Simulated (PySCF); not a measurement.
Isomers of C5H11FO3Si, mass 166.046 u with the commonest isotopes. Computed with PBE0/pcSseg-1 in PySCF (dipole) on a GFN2-xTB geometry, gas phase. One conformer each, none proved a minimum here; rigid rotors.

**Question.** Order these by rotational constant C, smallest first.
A. `[CH3:1][CH2:2][O:3][Si@@H:4]([OH:5])[O:6][C@@H:7]1[CH2:8][C@@H:9]1[F:10]` with C1–C2–O3–Si4 -76°, C2–O3–Si4–O5 63°, O3–Si4–O5–H -177°, O3–Si4–O6–C7 -162°, Si4–O6–C7–C8 57°
B. `[CH3:1][C@@H:2]([CH2:3][F:4])[C@@H:5]([O:6][SiH3:7])[C:8](=[O:9])[OH:10]` with C1–C2–C3–F4 -67°, C1–C2–C5–O6 158°, C2–C5–O6–Si7 114°, C2–C5–C8–O9 -108°, C5–C8–O10–H 180°
C. `[CH3:1][CH2:2][C:3](=[O:4])[O:5][CH2:6][Si@@H:7]([F:8])[O:9][CH3:10]` with C1–C2–C3–O4 -48°, C2–C3–O5–C6 179°, C3–O5–C6–Si7 -13°, O5–C6–Si7–F8 -173°, C6–Si7–O9–C10 -144°
D. `[CH3:1][O:2][C@@H:3]1[O:4][SiH2:5][O:6][C@@:7]1([CH3:8])[CH2:9][F:10]` with C1–O2–C3–O4 -66°, O6–C7–C9–F10 66°, O2–C3–O4–Si5 -140°, C3–O4–Si5–O6 8°, O4–Si5–O6–C7 8°, Si5–O6–C7–C8 101°

**Answer.** C (561.0 MHz), A (578.2 MHz), B (678.9 MHz), D (833.2 MHz).

**Question.** Order these by rotational constant B, smallest first.
A. `[CH3:1][CH2:2][C:3](=[O:4])[O:5][CH2:6][Si@@H:7]([F:8])[O:9][CH3:10]` with C1–C2–C3–O4 -48°, C2–C3–O5–C6 179°, C3–O5–C6–Si7 -13°, O5–C6–Si7–F8 -173°, C6–Si7–O9–C10 -144°
B. `[CH3:1][O:2][C@@H:3]1[O:4][SiH2:5][O:6][C@@:7]1([CH3:8])[CH2:9][F:10]` with C1–O2–C3–O4 -66°, O6–C7–C9–F10 66°, O2–C3–O4–Si5 -140°, C3–O4–Si5–O6 8°, O4–Si5–O6–C7 8°, Si5–O6–C7–C8 101°
C. `[CH3:1][C@@H:2]([CH2:3][F:4])[C@@H:5]([O:6][SiH3:7])[C:8](=[O:9])[OH:10]` with C1–C2–C3–F4 -67°, C1–C2–C5–O6 158°, C2–C5–O6–Si7 114°, C2–C5–C8–O9 -108°, C5–C8–O10–H 180°
D. `[CH3:1][CH2:2][O:3][Si@@H:4]([OH:5])[O:6][C@@H:7]1[CH2:8][C@@H:9]1[F:10]` with C1–C2–O3–Si4 -76°, C2–O3–Si4–O5 63°, O3–Si4–O5–H -177°, O3–Si4–O6–C7 -162°, Si4–O6–C7–C8 57°

**Answer.** D (621.3 MHz), A (636.8 MHz), C (855.2 MHz), B (1120 MHz).

**Question.** Order these by out-of-plane moment Σ m c² = (Ia + Ib − Ic)/2, smallest first.
A. `[CH3:1][C@@H:2]([CH2:3][F:4])[C@@H:5]([O:6][SiH3:7])[C:8](=[O:9])[OH:10]` with C1–C2–C3–F4 -67°, C1–C2–C5–O6 158°, C2–C5–O6–Si7 114°, C2–C5–C8–O9 -108°, C5–C8–O10–H 180°
B. `[CH3:1][CH2:2][C:3](=[O:4])[O:5][CH2:6][Si@@H:7]([F:8])[O:9][CH3:10]` with C1–C2–C3–O4 -48°, C2–C3–O5–C6 179°, C3–O5–C6–Si7 -13°, O5–C6–Si7–F8 -173°, C6–Si7–O9–C10 -144°
C. `[CH3:1][CH2:2][O:3][Si@@H:4]([OH:5])[O:6][C@@H:7]1[CH2:8][C@@H:9]1[F:10]` with C1–C2–O3–Si4 -76°, C2–O3–Si4–O5 63°, O3–Si4–O5–H -177°, O3–Si4–O6–C7 -162°, Si4–O6–C7–C8 57°
D. `[CH3:1][O:2][C@@H:3]1[O:4][SiH2:5][O:6][C@@:7]1([CH3:8])[CH2:9][F:10]` with C1–O2–C3–O4 -66°, O6–C7–C9–F10 66°, O2–C3–O4–Si5 -140°, C3–O4–Si5–O6 8°, O4–Si5–O6–C7 8°, Si5–O6–C7–C8 101°

**Answer.** B (59.64 u·Å²), C (63.14 u·Å²), A (104.08 u·Å²), D (120.79 u·Å²).

| SMILES | point group | Ia (u·Å²) | Ib (u·Å²) | Ic (u·Å²) | κ | μa (D) | μb (D) | μc (D) |
| --- | --- | --- | --- | --- | --- | --- | --- | --- |
| C[C@@H](CF)[C@@H](O[SiH3])C(=O)O | C1 | 361.58 | 590.96 | 744.38 | -0.51 | 0.58 | 3.13 | 0.11 |
| CCC(=O)OC[Si@@H](F)OC | C1 | 226.46 | 793.61 | 900.79 | -0.91 | 2.78 | 0.27 | 1.00 |
| CO[C@@H]1O[SiH2]O[C@@]1(C)CF | C1 | 397.09 | 451.03 | 606.55 | 0.31 | 1.01 | 0.12 | 0.73 |
| CCO[Si@@H](O)O[C@@H]1C[C@@H]1F | C1 | 186.84 | 813.43 | 873.99 | -0.96 | 1.79 | 0.59 | 0.12 |
